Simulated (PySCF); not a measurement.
Excitations are Tamm–Dancoff values on a coarser integration grid. The basis has no diffuse functions, so Rydberg states are missing or too high.

Cartesian coordinates (Å):
SMILES: BN
```xyz
6

B      0.6761     0.0895    -0.0186
N     -0.6949    -0.0920     0.0190
H      1.3892    -0.8606     0.0831
H      1.1110     1.1917    -0.1517
H     -1.3531     0.6643    -0.0607
H     -1.1284    -0.9929     0.1288
```
Charge 0, multiplicity 1.

Q: Estimate the HOMO–LUMO gap, S1 excitation (TDA), brightest of the four lowest singlets (TDA), adiabatic ionisation energy (no zero-point term) and total energy that PySCF 2.14.0 with TPSSh-D3(BJ)/def2-TZVP // CAM-B3LYP-D3(BJ)/def2-TZVP returns for this input.

A: 
* **HOMO–LUMO gap**: 7.78 eV
* **S1 excitation (TDA)**: 7.47 eV
* **brightest of the four lowest singlets (TDA)**: 8.49 eV
* **adiabatic ionisation energy (no zero-point term)**: 10.35 eV
* **total energy**: -82.0819 Ha
